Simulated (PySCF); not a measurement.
NMR parameters of SiH(OAc)3

SiH(OAc)3, C6H10O6Si, point group C1.

Bonds: Si1-O3, Si1-O10, Si1-O17, O3-C4, C4-C5, C4-O6, O10-C11, C11-C12, C11-O13, O17-C18, C18-C19, C18-O20. Si1 carries H2; C5 carries H7, H8, H9; C12 carries H14, H15, H16; C19 carries H21, H22, H23.

GIAO calculations in PySCF on the PBE0-D3(BJ)/def2-SVP structure: isolated species, non-relativistic, equivalent atoms averaged; basis pcSseg-1.

Task: Give the isotropic shieldings (ppm) with B3LYP, PBE0.

Result: 
```csv
atoms,environment,B3LYP,PBE0
Si1,"silicon bonded to 3 O, H",388.0,396.2
O6/O13/O20,oxygen bonded to C,-147.2,-143.1
O3/O10/O17,"oxygen bonded to C, Si",99.0,103.4
C4/C11/C18,"carbon bonded to C, 2 O",1.3,7.4
C5/C12/C19,"carbon bonded to C, 3 H",156.7,162.0
H2,hydrogen on a silicon bonded to 3 O,25.72,25.52
H7/H8/H9/H14/H15/H16/H21/H22/H23,hydrogen on a carbon bonded to C,29.33,29.20
HOMO–LUMO gap (eV),–,7.61,8.17
```

Task: And the chemical shifts, against references computed in the same way?

Result: 
```tsv
atoms	nucleus, reference	B3LYP	PBE0
Si1	²⁹Si, TMS	-50.1	-44.2
O6/O13/O20	¹⁷O, H2O	481.2	477.7
O3/O10/O17	¹⁷O, H2O	235.1	231.2
C4/C11/C18	¹³C, TMS	178.0	177.0
C5/C12/C19	¹³C, TMS	22.6	22.4
H2	¹H, TMS	5.67	5.75
H7/H8/H9/H14/H15/H16/H21/H22/H23	¹H, TMS	2.05	2.06
```

Task: Which part of the shielding of Si1 depends on the functional?

Result: Diamagnetic: B3LYP 889, PBE0 888 ppm; paramagnetic: B3LYP -501, PBE0 -492 ppm. The diamagnetic part, set mainly by inner electrons, hardly moves; the paramagnetic part goes with low-lying magnetically allowed excitations and carries the spread.

Unscaled 17O shifts of doubly bonded oxygen tend to come out too high, by tens of ppm or more. Experimental scales use liquid or dissolved standards, which lie at an offset from isolated H2O (liquid H2O: subtract about 36 ppm).
